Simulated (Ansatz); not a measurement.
C2H6O3Si, SMILES O1C[Si](C1)(O)O. Atoms are numbered in the order given.

```xyz
12

O      0.7293     1.8474     0.2590
Si     0.3693     0.2584    -0.0137
O      1.8166    -0.4445    -0.4371
C     -0.7478    -0.6870     1.1826
O     -1.4942    -1.1616     0.0321
C     -1.1624    -0.2136    -1.0154
H      1.6544     2.0958     0.1427
H      1.8180    -1.3877    -0.6366
H     -0.3757    -1.5408     1.7748
H     -1.3760    -0.0579     1.8458
H     -1.0853    -0.7305    -1.9875
H     -1.9332     0.5784    -1.1085
```
Charge 0, spin multiplicity 1.

Geometry optimised at r2SCAN-D4/def2-SVP. This is a generated structure with no PubChem entry under its InChIKey; it may be hypothetical. One conformer was computed; it need not be the lowest.

Two levels are set side by side: PBE-D3(BJ)/def2-SVP (Ansatz, a quantum-chemistry and plane-wave program) and r2SCAN-D4/def2-SVP (Ansatz). Each level has its own optimised geometry; the coordinates shown are those of the second. Differences are taken from unrounded values.

```tsv
quantity	r2SCAN-D4	PBE-D3(BJ)	PBE-D3(BJ) minus r2SCAN-D4
mean bond length (Å)	1.363	1.372	0.009
bond O1–Si2 (Å)	1.652	1.668	0.016
bond Si2–O3 (Å)	1.664	1.680	0.016
bond Si2–C4 (Å)	1.890	1.904	0.014
bond Si2–C6 (Å)	1.890	1.904	0.014
bond C4–O5 (Å)	1.451	1.452	0.001
bond O5–C6 (Å)	1.451	1.452	0.001
bond O1–H7 (Å)	0.965	0.973	0.008
bond O3–H8 (Å)	0.964	0.973	0.008
bond C4–H9 (Å)	1.104	1.112	0.008
bond C4–H10 (Å)	1.109	1.117	0.008
bond C6–H11 (Å)	1.104	1.112	0.008
bond C6–H12 (Å)	1.109	1.117	0.008
```

Here PBE gives about what the other level gives.
